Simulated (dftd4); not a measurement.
OSn, charge -1, doublet, at a GFN2-xTB geometry (such geometries of metal compounds can be far from the true shape) (a state made from the parent by changing its charge; the spin is typed, not shown lowest); dftd4 with D4 for tpssh.

dftd4 was given this input:
```
$ dftd4 mol.xyz --func tpssh --charge -1 --json dftd4.json --noedisp --grad

# file mol.xyz
2

Sn    -0.00000000    -0.00000000    -0.26680008
O      0.00000000     0.00000000     1.66750052
```

Output, abridged:

```
                    ____  _____ _____     ____  _  _
      -------------|  _ \|  ___|_   _|---|  _ \| || |------------
     |             | | | | |_    | | ___ | | | | || |_           |
     |             | |_| |  _|   | ||___|| |_| |__   _|          |
     |             |____/|_|     |_|     |____/   |_|            |
     |             ===================================           |
     |            E. Caldeweyher, S. Ehlert & S. Grimme          |
     |          Mulliken Center for Theoretical Chemistry        |
     |                    University of Bonn                     |
      -----------------------------------------------------------

Rational (Becke-Johnson) damping: tpssh-D4-ATM
---------------------
  s6         1.0000
  s8         1.8590
  s9         1.0000
  a1         0.4429
  a2         4.6023
 alp        16.0000
--------------------

Dispersion energy:      -1.4454568026651E-03 Eh

Gradient norm:           6.5334385950991E-05 Eh/a0
--------------------------------------------------
     #    Z           dE/dx      dE/dy      dE/dz
--------------------------------------------------
     1   50 Sn    0.000E+00  0.000E+00 -4.620E-05
     2    8 O     0.000E+00  0.000E+00  4.620E-05
--------------------------------------------------

Virial:
--------------------------------------------------
      component           x          y          z
--------------------------------------------------
          x       0.000E+00  0.000E+00  0.000E+00
          y       0.000E+00  0.000E+00  0.000E+00
          z       0.000E+00  0.000E+00  1.689E-04
--------------------------------------------------

[Info] Dispersion results written to 'dftd4.txt'
[Info] JSON dump of results written to 'dftd4.json'
```
